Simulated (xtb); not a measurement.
H₄O₄Si, SMILES O[Si](O)(O)O. All values are semi-empirical tight-binding results from xtb (GFN2-xTB unless named), good for trends rather than for accurate numbers. Geometry: GFN2-xTB. The isomer is the one that the SMILES or the coordinates give; other isomers of the formula were not compared. One conformer was computed; it need not be the lowest.

```
Item                                             Value
--------------------------------------  --------------
point group as xtb finds it                         S4
orbital gap                                   11.00 eV
dipole moment                                   0.02 D
zero-point energy                        34.8 kcal/mol
G − E(el) at 298.15 K (modified RRHO)    16.2 kcal/mol
static polarisability (D4 model)            57.2 bohr³
solvation energy, GFN2-xTB/ALPB(water)  -15.3 kcal/mol
solvation energy, GFN2-xTB/ALPB(ether)  -12.8 kcal/mol
```
